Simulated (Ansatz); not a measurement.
Molecule: CH$_{4}$BO$_{2}$, charge 0, multiplicity 2. It need not be the lowest isomer of its formula. 
Geometry from a B3LYP-D3(BJ)/def2-TZVP (Ansatz, a first-principles code) optimisation:
SMILES: CB([O])O
```xyz
8

C     -1.4134    -0.2907    -0.0298
B      0.1428     0.0719    -0.0105
O      0.4027     1.3279    -0.3869
O      1.1335    -0.7972     0.3511
H     -1.7129    -0.5948     0.9770
H     -2.0506     0.5322    -0.3461
H     -1.5670    -1.1312    -0.7122
H      0.8071    -1.6667     0.5990
```
Charge 0, spin multiplicity 2.

Property: atomisation energy (electronic, to ground-state atoms), in kcal/mol. Valence correlation only, unless marked. Open shells are spin-unrestricted. No spin-orbit coupling. No relativistic terms. The coupled-cluster limit lacks core correlation, which all-electron functionals hold. Basis-set limits of correlation are two-point, X^-3; Hartree-Fock from the larger set.

| level | program | atomisation energy (kcal/mol) |
|---|---|---|
| HF/cc-pVDZ | Ansatz | 562.2 |
| HF/cc-pVQZ | Ansatz | 576.2 |
| B3LYP-D4/def2-TZVPD | Ansatz + dftd4 | 772.9 |
| PBE0-D4/def2-TZVP | Ansatz + dftd4 | 773.5 |

Question: Predict the CCSD(T)/CBS(aug-cc-pVTZ,aug-cc-pVQZ) result (Ansatz).

Answer: 768.8 kcal/mol, so PBE0-D4/def2-TZVP differs from it by 4.7 kcal/mol.
